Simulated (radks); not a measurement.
Values are calculated unless marked as measured or tabulated.
Species: Rb3+. Configuration: [Ar] 3d10 4s2 4p4. Code: a radial shooting solver on a logarithmic mesh with Libxc functionals. Model: Dirac Kohn-Sham, PBE, spin-unpolarised, spherical densities, point nucleus; open shells are shared between the two j in proportion to 2j + 1. Some entries of the table are withheld. Estimate them.

orbital,occ.,eigenvalue (eV),<r^2> (bohr^2)
1s1/2,2,-15064.52,0.002187
2s1/2,2,-2043.166,0.03722
2p1/2,2,-1856.497,(1)
2p3/2,4,-1795.702,(2)
3s1/2,2,-333.4393,0.2990
3p1/2,2,-266.5422,(3)
3p3/2,4,-257.3978,(4)
3d3/2,4,(5),0.3330
3d5/2,6,(6),0.3376
4s1/2,2,(7),2.190
4p1/2,1.33333,-47.4666,(8)
4p3/2,2.66667,-46.3888,(9)

Answer. 
(1) 2p1/2 <r^2> (bohr^2): 0.02845
(2) 2p3/2 <r^2> (bohr^2): 0.02987
(3) 3p1/2 <r^2> (bohr^2): 0.3056
(4) 3p3/2 <r^2> (bohr^2): 0.3179
(5) 3d3/2 eigenvalue (eV): -140.3574
(6) 3d5/2 eigenvalue (eV): -138.8014
(7) 4s1/2 eigenvalue (eV): -64.0235
(8) 4p1/2 <r^2> (bohr^2): 2.756
(9) 4p3/2 <r^2> (bohr^2): 2.851
